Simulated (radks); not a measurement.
Ionisation ladder of cadmium, from Cd44+ to Cd47+. Each ion is in the ground configuration listed by NIST, and IE = E(next ion) - E(this ion), with E = 0 for the bare nucleus. All-electron calculation, Dirac Kohn-Sham, relativistic LDA (MacDonald-Vosko exchange, VWN5 correlation), spin-unpolarised, spherical densities, finite nucleus; Fermi nuclear charge, rms radius 4.6087 fm. Program: a radial shooting solver on a logarithmic mesh with Libxc functionals.

species,configuration,"IE, Delta-SCF (eV)",<r> HOMO (bohr),"IE, NIST (eV)",kind,error (eV)
Cd44+,[He] 2s2,7414.3,0.124,7414,semi-emp.,+0.3
Cd45+,[He] 2s1,7585.3,0.123,7608.0,theory,-22.7
Cd46+,[He],31457,0.0303,31451.1,theory,+5.9
Cd47+,1s1,32208,0.0301,32341.6,theory,-133.1

Reference values: NIST Atomic Spectra Database (exp. = measured, semi-emp. = semi-empirical, theory = theoretical value adopted there). The ionisation energy per charge of the ion left behind rises most, in proportion, at Cd46+ ([He]), from 164.90 to 669.30 eV. Spin polarisation and multiplet splitting are left out, so open shells lie too high by an amount that depends on their filling.

Beside tabulated values, note that spin-unpolarised runs miss the spin-polarisation part of the exchange energy of open shells.
